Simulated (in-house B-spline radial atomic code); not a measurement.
Settings and results of a run for K XIV (K13+). Method: Dirac-Hartree-Fock, average of configuration, Fermi nucleus of rms radius 3.4349 fm. Calculated with a B-spline radial code for spherical atoms.

Command:
```bash
python run_scf.py task.json out
```
Settings (nuclear radius in fm, mass in u):
```
Z                19
configuration    [He] 2s2 2p2
hamiltonian      dirac
method           hf
spin_polarised   False
nucleus          fermi
rms_radius       3.4349
atomic_mass      38.96371
speed_of_light   137.035999084
```

Output (hartree, bohr):
```
 radial grid: 60 intervals, B-splines of order 8, outer radius 2.9197 bohr

 iter        energy (Eh)    residual
    1       -482.0394501    1.17e+00
    2       -484.6430176    2.05e-02
    3       -484.6466240    9.55e-03
    4       -484.6474650    4.44e-03
    5       -484.6477220    4.38e-04
    6       -484.6477225    3.12e-05
    7       -484.6477225    3.60e-07
    8       -484.6477225    2.08e-08

 total energy                     -484.647723
 kinetic                            489.05781
 electron-nucleus                 -1029.87191
 electron-electron                   56.16638

 first-order corrections (not in the total)
   Gaunt                            0.12701
   retardation                     -0.00638
   frequency dependence            -0.00007
   self-energy                      0.11429
   Uehling                         -0.00820
   Wichmann-Kroll                   0.00003
   recoil                           0.00624

 orbital      occ     eigenvalue          <r>       <r^2>       <1/r>     <1/r^2>       <r^4>       r_max    small
 1s1/2      2.000     -154.97369    0.0804468  0.00868161     18.8005     717.966 0.000192426     0.05295  4.64e-03
 2s1/2      2.000      -30.46352     0.353536    0.146442     4.18181     72.0843   0.0360624      0.3007  9.14e-04
 2p1/2      0.667      -28.89357     0.306259    0.113772     4.14325     23.5222   0.0249949      0.2403  9.02e-04
 2p3/2      1.333      -28.75840     0.308065     0.11499     4.10783     22.8631   0.0254662      0.2418  8.97e-04

 Slater integrals (Eh)
   F0(2s1/2,2s1/2)               2.554622
   F0(2s1/2,2p1/2)               2.717236
   G1(2s1/2,2p1/2)               1.553592
   F0(2s1/2,2p3/2)               2.710807
   G1(2s1/2,2p3/2)               1.556202
   F0(2p1/2,2p1/2)               2.972164
   F0(2p1/2,2p3/2)               2.963197
   G2(2p1/2,2p3/2)               1.409550
   F0(2p3/2,2p3/2)               2.954334
   F2(2p3/2,2p3/2)               1.410675
```


For the Dirac Hamiltonian the kinetic term is c α·p + (β - 1)c².
